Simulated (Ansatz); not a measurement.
Start from `C#CO[SiH2]Br` and change one atom or group to get `C#COC[SiH3]`.

Ansatz, PBE0-D4/def2-TZVP geometries, multiplicity 1. Each molecule was computed in one conformer, which needn't be the lowest.

Scalar relativity is left out up to krypton.

```csv
property,`C#CO[SiH2]Br`
size of the dipole moment (B3LYP/def2-TZVPP) / D,1.36
LUMO energy (ωB97M-V/def2-TZVPP) / eV,1.46
size of the dipole moment (PBE/def2-TZVPP) / D,1.28
HOMO energy (PBE0/def2-TZVPP) / eV,-7.54
HOMO–LUMO gap (PBE0/def2-TZVPP) / eV,7.18
LUMO energy (B3LYP/def2-TZVPP) / eV,-0.56
```

**Question.** What does the change do to each property? (An estimate is asked.)

**Answer.** Computed: 
```csv
property,`C#COC[SiH3]`,shift
size of the dipole moment (B3LYP/def2-TZVPP) / D,1.75,0.39
LUMO energy (ωB97M-V/def2-TZVPP) / eV,1.91,0.45
size of the dipole moment (PBE/def2-TZVPP) / D,1.70,0.42
HOMO energy (PBE0/def2-TZVPP) / eV,-7.00,0.54
HOMO–LUMO gap (PBE0/def2-TZVPP) / eV,7.35,0.17
LUMO energy (B3LYP/def2-TZVPP) / eV,0.11,0.67
```

With PBE0 the HOMO rises by 0.54 eV and the LUMO rises by 0.72 eV, so the gap widens by about 0.18 eV. PBE moves the HOMO by 0.52 eV and ωB97M-V by 0.59 eV. The zero-point energy changes by 88.5 kJ/mol with +9 modes. Dipoles are sizes alone; their direction can turn.

B3LYP here is the variant with VWN-RPA as its local correlation; programs differ in this.

Spin–orbit coupling is left out; it splits and shifts lone-pair levels of the heavy atoms by tenths of an eV.
